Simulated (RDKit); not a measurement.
A run for RDKit: UFF on H2O (SMILES O).

```python
from rdkit import Chem
from rdkit.Chem import AllChem, rdDetermineBonds

blocks = [
'''3

O     0.00000000   -0.00000000    0.40073248
H    -0.00000000    0.75701187   -0.20041624
H    -0.00000000   -0.75701187   -0.20041624
''',
]
mol = None
for b in blocks:
    f = Chem.MolFromXYZBlock(b)
    rdDetermineBonds.DetermineBonds(f, charge=0)
    mol = f if mol is None else Chem.CombineMols(mol, f)
Chem.SanitizeMol(mol)
print(Chem.MolToSmiles(Chem.RemoveHs(mol)))
ff = AllChem.UFFGetMoleculeForceField(mol, vdwThresh=100.0, ignoreInterfragInteractions=False)
e = ff.CalcEnergy()
print(f'UFF energy {e:.6f} kcal/mol')
```

Output:

```
O
UFF energy 0.660132 kcal/mol
```

The run finished.

Cost: very roughly 0.03 core-seconds.
